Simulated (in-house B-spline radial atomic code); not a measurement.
Whole-atom quantities along the 30-electron series, configuration [Ar] 3d10 4s2. Computed with an all-electron radial atomic-structure program (B-spline basis): non-relativistic Hartree-Fock, average of the configuration, point nuclei.

This level leaves out relativity, spin-orbit splitting included, which matters for heavy ions.

```csv
ion,Z,E/Z² (Eh),Σ<r²> (bohr²),n(0)/Z³ (bohr⁻³),Lamb diamagnetic shielding (ppm),repulsion over attraction
Zn,30,-1.9754,34.979,0.68325,2521.71,0.16571
Ga+,31,-2.0011,25.233,0.68475,2633.25,0.16367
Ge2+,32,-2.0259,20.088,0.6862,2743.97,0.16126
As3+,33,-2.0498,16.731,0.6876,2854.23,0.15865
Se4+,34,-2.0728,14.312,0.68895,2964.17,0.15595
Br5+,35,-2.0949,12.466,0.69025,3073.89,0.15321
Kr6+,36,-2.1161,11.004,0.6915,3183.45,0.15047
Rb7+,37,-2.1365,9.8146,0.69271,3292.89,0.14774
Sr8+,38,?,?,?,?,?
Zr10+,40,?,?,?,?,?
Nb11+,41,-2.2107,6.6687,0.69711,3729.8,0.13729
Mo12+,42,-2.2275,6.1338,0.69812,3838.89,0.13482
Tc13+,43,?,?,?,?,?
Ru14+,44,-2.2594,5.2492,0.70002,4056.96,0.13007
```

Q: Fill in the row of Sr8+.

A: E/Z² (Eh): -2.1561; Σ<r²> (bohr²): 8.8271; n(0)/Z³ (bohr⁻³): 0.69387; Lamb diamagnetic shielding (ppm): 3402.22; repulsion over attraction: 0.14505.

Q: Fill in the row of Zr10+.

A: E/Z² (Eh): -2.1932; Σ<r²> (bohr²): 7.2829; n(0)/Z³ (bohr⁻³): 0.69607; Lamb diamagnetic shielding (ppm): 3620.67; repulsion over attraction: 0.13982.

Q: Fill in the row of Tc13+.

A: E/Z² (Eh): -2.2438; Σ<r²> (bohr²): 5.6642; n(0)/Z³ (bohr⁻³): 0.69909; Lamb diamagnetic shielding (ppm): 3947.94; repulsion over attraction: 0.13241.

Q: With what power of Z does the column «Σ<r²> (bohr²)» change over this range?

A: A fit of the logarithm of its size against log Z from Z = 30 to 44 has slope -4.61. Unscreened non-relativistic hydrogenic orbitals would give -2.
